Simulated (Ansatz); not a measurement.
What each rung costs, and what it gives

The pair of HBr (SMILES Br, atoms 1–2) and CH₃Cl (SMILES CCl, atoms 3–7), both closed shells, in one local arrangement (a lower one may exist), relaxed at PBE0-D4/def2-TZVP:

```xyz
7
angstrom
Br -0.6921 -0.1647 -2.8681
H 0.3311 0.1449 -1.9114
C -0.0517 -0.0386 1.0318
Cl 1.4045 0.4614 0.1414
H 0.1823 -0.9447 1.5845
H -0.8465 -0.2234 0.3125
H -0.3276 0.7650 1.7095
```

Interaction energies are counterpoise-corrected; the time is that of the whole pair.

Program: Ansatz 0.2.0. Basis: as named in each row. Cores are frozen in the correlated methods. Filled d shells of the heavier atoms are correlated. The def2 sets are not built for correlating such inner shells, so the correlated values are less sure here. B3LYP uses VWN-RPA correlation. Extrapolation: Hartree–Fock as exp(−7.88 √X), correlation as X^−2.97.

Times are rough, for one single point on 4 threads of a shared host (Intel Xeon 6975P-C).

The estimate by CCSD(T) at an estimated basis limit (MP2 extrapolated from triple and quadruple zeta, plus CCSD(T) − MP2 in triple zeta) is -3.25 kcal/mol.

```json
{"method": "HF", "basis": "STO-3G", "time (s)": "under 1", "interaction energy (kcal/mol)": "1.41", "method less estimate": "4.66"}
{"method": "PBE-D4", "basis": "STO-3G", "time (s)": "under 1", "interaction energy (kcal/mol)": "-2.43", "method less estimate": "0.82"}
{"method": "SPW92", "basis": "def2-SVP", "time (s)": "under 1", "interaction energy (kcal/mol)": "-6.67", "method less estimate": "-3.42"}
{"method": "PBE-D4", "basis": "def2-SVP", "time (s)": "under 1", "interaction energy (kcal/mol)": "-4.44", "method less estimate": "-1.19"}
{"method": "B3LYP-D4", "basis": "6-31G", "time (s)": "under 1", "interaction energy (kcal/mol)": "-3.15", "method less estimate": "0.10"}
{"method": "PBE0-D4", "basis": "def2-SVP", "time (s)": "under 1", "interaction energy (kcal/mol)": "-4.12", "method less estimate": "-0.87"}
{"method": "PBE-D4", "basis": "def2-TZVPPD", "time (s)": "1", "interaction energy (kcal/mol)": "-4.04", "method less estimate": "-0.79"}
{"method": "revPBE-D4", "basis": "def2-TZVPPD", "time (s)": "1", "interaction energy (kcal/mol)": "-3.38", "method less estimate": "-0.13"}
{"method": "BLYP-D4", "basis": "def2-TZVPPD", "time (s)": "1", "interaction energy (kcal/mol)": "-3.40", "method less estimate": "-0.15"}
{"method": "CCSD(T)", "basis": "def2-SVP", "time (s)": "1", "interaction energy (kcal/mol)": "-1.22", "method less estimate": "2.03"}
{"method": "wB97M-V", "basis": "def2-SVP", "time (s)": "2", "interaction energy (kcal/mol)": "-3.43", "method less estimate": "-0.17"}
{"method": "B3LYP-D4", "basis": "def2-TZVPPD", "time (s)": "2", "interaction energy (kcal/mol)": "-3.36", "method less estimate": "-0.11"}
{"method": "PBE0-D4", "basis": "def2-TZVPPD", "time (s)": "2", "interaction energy (kcal/mol)": "-3.65", "method less estimate": "-0.40"}
{"method": "HSE06-D4", "basis": "def2-TZVPPD", "time (s)": "2", "interaction energy (kcal/mol)": "-3.66", "method less estimate": "-0.41"}
{"method": "r2SCAN-D4", "basis": "def2-TZVPPD", "time (s)": "2", "interaction energy (kcal/mol)": "-3.58", "method less estimate": "-0.33"}
{"method": "B2PLYP", "basis": "def2-TZVPPD", "time (s)": "3", "interaction energy (kcal/mol)": "-2.19", "method less estimate": "1.06"}
{"method": "wB97X-V", "basis": "def2-TZVPPD", "time (s)": "3", "interaction energy (kcal/mol)": "-2.96", "method less estimate": "0.29"}
{"method": "wB97M-V", "basis": "def2-TZVPPD", "time (s)": "4", "interaction energy (kcal/mol)": "-2.98", "method less estimate": "0.27"}
{"method": "B97M-V", "basis": "def2-TZVPPD", "time (s)": "4", "interaction energy (kcal/mol)": "-3.24", "method less estimate": "0.01"}
{"method": "MP2", "basis": "def2-QZVPPD", "time (s)": "9", "interaction energy (kcal/mol)": "-3.61", "method less estimate": "-0.36"}
{"method": "CCSD(T)", "basis": "def2-TZVPPD", "time (s)": "25", "interaction energy (kcal/mol)": "-2.42", "method less estimate": "0.83"}
```

No T1 diagnostic of these runs exceeds 0.008.
